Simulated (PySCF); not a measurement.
Cl$_{2}$Fe (SMILES [Cl][Fe][Cl]), quintet, at a GFN2-xTB geometry (such geometries of metal compounds can be far from the true shape); CASSCF(4,5)+NEVPT2/6-31G (PySCF).

The PySCF input:
```python
from pyscf import gto, scf, mcscf, mrpt
import numpy

mol = gto.Mole()
mol.atom = '''
    Fe    0.36901393   -0.30219876    0.33807011
    Cl    1.00868792    0.50024620   -1.42695983
    Cl   -1.57306217   -0.03805986    0.90991142
'''
mol.basis = '6-31g'
mol.spin = 4
mol.verbose = 3
mol.build()

mf = scf.ROHF(mol)
mf.kernel()
mc = mcscf.CASSCF(mf, 5, 4)
mc.fix_spin_(ss=6.0)
mc.kernel()
occ = numpy.linalg.eigvalsh(mc.fcisolver.make_rdm1(mc.ci, mc.ncas, mc.nelecas))[::-1]
ss = mc.fcisolver.spin_square(mc.ci, mc.ncas, mc.nelecas)[0]
print('natural occupations', occ.round(4), ' <S^2>', round(ss, 4))
e2 = mrpt.NEVPT(mc).kernel()
print('E(NEVPT2) = %.10f' % (mc.e_tot + e2))
```

Task: What does PySCF print? Leave out banner, timings and long lists.

Result: 
```
converged SCF energy = -2181.28875618849
CASSCF energy = -2181.28875618852
CASCI E = -2181.28875618852  E(CI) = -7.74835803820133  S^2 = 6.0000000
natural occupations [ 1.  1.  1.  1. -0.]  <S^2> 6.0

WARN: Active orbitals [4] (occs = [6.43498902e-17]) are canonicalized with external orbitals

Sr    (-1)',   E = -0.00061197951624
Si    (+1)',   E = -0.00080565383285
Sijrs (0)  ,   E = -0.11872055969259
Sijr  (+1) ,   E = -0.03506121625691
Srsi  (-1) ,   E = -0.05251553480156
Srs   (-2) ,   E = -0.01424673563651
Sij   (+2) ,   E = -0.01056356444313
Sir   (0)' ,   E = -0.01259005365208
Nevpt2 Energy = -0.245115297831862
E(NEVPT2) = -2181.5338714864
```
